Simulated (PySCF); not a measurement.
## GeS: frontier orbitals

PBE at R = 2.019 Å; PySCF, no relativity, basis sets Ge def2-TZVPP, S def2-TZVPP. State: ¹Σ⁺ (singlet), closed shell. Only the outer orbitals are listed, counted within each symmetry.

```tsv
orbital	occ.	ε (eV)	on Ge (%)	main shells (%)
10σ	2	-17.37	22	76 S s, 16 Ge s
11σ	2	-11.30	62	61 Ge s, 20 S p, 17 S s
5π	2	-6.87	25	74 S p, 23 Ge p
5π	2	-6.87	25	74 S p, 23 Ge p
12σ	2	-6.80	51	48 S p, 32 Ge p, 19 Ge s
6π	0	-3.09	77	75 Ge p, 21 S p
6π	0	-3.09	77	75 Ge p, 21 S p
13σ	0	0.58	91	84 Ge p, 21 S p
```

Problem. Which are the highest filled and the lowest empty level, where do they sit, and how wide is the gap?

Solution. Highest filled 12σ at -6.80 eV (in %: 48 S p, 32 Ge p, 19 Ge s); lowest empty 6π at -3.09 eV (in %: 75 Ge p, 21 S p); the gap at PBE is 3.71 eV.

The bond order (Mayer) is 2.39, the ⟨S²⟩ is 0.000 and the charge on Ge (Mulliken, basis-dependent) is 0.28. The charge on Ge (Löwdin, basis-dependent) is -0.01. The dipole moment (positive dipole means Ge(−)S(+)) is -1.99 D. The polarisability along the bond is 69.1 bohr³ and the polarisability across the bond is 34.0 bohr³.
